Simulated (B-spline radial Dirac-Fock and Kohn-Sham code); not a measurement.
**Kr⁶⁺: eigenvalues, ΔSCF and the reference**

System: krypton as Kr⁶⁺ in the configuration [Ar] 3d10 4s2.

The density-functional columns are spherical, spin-unpolarised Dirac-Kohn-Sham results without Breit or QED terms: −ε is minus the orbital energy of the initial state and ΔSCF the difference of two total energies. The reference in the last column comes from Dirac-Fock (average of configuration) total-energy differences with a finite nucleus, the Breit interaction including its frequency dependence, and self-energy and vacuum-polarisation corrections. All numbers are from an atomic code on a B-spline grid, in eV; a selection of levels is shown. For the 1s level of heavy atoms much of the gap between ΔSCF and the reference is the Breit and QED part, -32.9 eV here; for other levels the error of the functional can be larger.

| level | PBE −ε | PBE ΔSCF | LDA −ε | LDA ΔSCF | Dirac-Fock |
| --- | --- | --- | --- | --- | --- |
| K (1s) | 14249.3 | 14481.3 | 14226.5 | 14457.8 | 14428.3 |
| L1 (2s) | 1957.6 | 1999.3 | 1955.0 | 1996.9 | 2030.4 |
| L2 (2p1/2) | 1778.4 | 1828.9 | 1777.7 | 1828.3 | 1832.0 |
| L3 (2p3/2) | 1724.5 | 1773.6 | 1723.9 | 1773.1 | 1779.0 |
| M1 (3s) | 356.2 | 373.9 | 355.4 | 373.1 | 392.6 |
| M2 (3p1/2) | 292.8 | 310.4 | 292.6 | 310.2 | 321.2 |
| M3 (3p3/2) | 284.8 | 302.3 | 284.6 | 302.0 | 313.2 |
| M4 (3d3/2) | 174.2 | 191.6 | 174.5 | 191.9 | 189.9 |
| M5 (3d5/2) | 172.9 | 190.2 | 173.2 | 190.5 | 188.7 |
| N1 (4s) | 102.3 | 110.4 | 102.8 | 110.9 | 107.0 |

Q: Order the estimates of the K (1s) level by their distance from the Dirac-Fock value, nearest first.
A. LDA ΔSCF
B. PBE ΔSCF
C. LDA −ε
D. PBE −ε

A: A (29.5 eV), B (53.0 eV), D (179.0 eV), C (201.8 eV).

For the outermost level NIST gives 109.13 ± 0.05 eV (theoretical); the differences from it are PBE −ε -6.83, PBE ΔSCF +1.22, LDA −ε -6.30, LDA ΔSCF +1.77, Dirac-Fock -2.18 eV.

Values without a named source are computed, but for edge energies of neutral atoms, which are taken from tables.
